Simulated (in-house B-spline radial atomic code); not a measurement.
Sr²⁺. Computed with a B-spline radial atomic code. Model: all-electron spherical atom, spin shells full or empty, radial basis limit, no spin-orbit coupling: exact exchange with a local potential (Slater, KLI or optimised effective potential, whose far tail is KLI's), no correlation.

Exchange potential has not reached -1/r at the last radius.

The run also made RPA and GW results, which its time includes.

The Slater potential averages the orbital exchange potentials with the orbital densities as weights, KLI adds orbital constants, and the optimised effective potential minimises the exact-exchange energy among local potentials. So their energies lie above Hartree-Fock in the order OEP, KLI, Slater. All fall off as −1/r, unlike LDA and GGA exchange.

Command:
```bash
python run_gw.py task.json out
```
Settings (nuclear radius in fm, other lengths in bohr, energies in hartree):
```
Z                      38
electrons              36
configuration          [Ar] 3d10 4s2 4p6
hamiltonian            x2c
method                 kli
lmax                   9
rms_radius             4.224
spin_polarised         False
box_radius             17.55
intervals              103
```

Time taken, with all properties: 10 s on 1 thread of Arm Neoverse N1, with other jobs on the host.

Given: hamiltonian one-electron scalar X2C; mean-field start exchange-only KLI.

Computed: energy above Hartree-Fock 15.553 millihartree.

| radius (bohr) | r times exchange potential (hartree bohr) |
| --- | --- |
| 0.00132 | -0.042916 |
| 0.00164 | -0.053221 |
| 0.00204 | -0.066025 |
| 0.00253 | -0.081568 |
| 0.00315 | -0.10098 |
| 0.00392 | -0.12465 |
| 0.00488 | -0.15339 |
| 0.00608 | -0.18797 |
| 0.00756 | -0.22837 |
| 0.00941 | ? |
| 0.0117 | -0.32716 |
| 0.0146 | -0.38356 |
| 0.0181 | -0.43807 |
| 0.0225 | -0.48746 |
| 0.028 | -0.52382 |
| 0.0349 | -0.53986 |
| 0.0434 | -0.53595 |
| 0.054 | -0.53638 |
| 0.0672 | ? |
| 0.0837 | -0.70514 |
| 0.104 | -0.83516 |
| 0.13 | -0.92952 |
| 0.161 | -0.94546 |
| 0.2 | -0.88997 |
| 0.249 | -0.89169 |
| 0.31 | -1.0846 |
| 0.386 | -1.3109 |
| 0.481 | -1.4177 |
| 0.598 | -1.3489 |
| 0.744 | -1.1402 |
| 0.926 | -1.0229 |
| 1.15 | -1.1763 |
| 1.43 | -1.3336 |
| 1.78 | -1.3798 |
| 2.22 | -1.3323 |
| 2.76 | -1.2451 |
| 3.44 | -1.1613 |

**Question.** What belongs in the row 0.00941?

**Answer.** r times exchange potential (hartree bohr): -0.27517.

**Question.** What belongs in the row 0.0672?

**Answer.** r times exchange potential (hartree bohr): -0.58894.

```
occupied  level (hartree)  Hartree-Fock level (hartree)
      1s          -585.49                       -595.75
      2s          -79.999                       -83.607
      2p          -71.185                       -74.149
      3s                ?                             ?
      3p          -10.285                       -11.301
      3d          -5.5607                       -6.0847
      4s          -2.2438                       -2.4339
      4p          -1.5788                       -1.5821
```

**Question.** What belongs in the row 3s?

**Answer.** level (hartree): -13.141; Hartree-Fock level (hartree): -14.451.

```json
{"empty": "4d", "level (hartree)": "-0.72477"}
{"empty": "5s", "level (hartree)": "-0.71454"}
{"empty": "5p", "level (hartree)": "-0.55966"}
```

The highest level, 4p, differs from Hartree-Fock by +0.088 eV and the deepest, 1s, by +279 eV: a local potential can match the highest level but can't give each shell its own exchange.
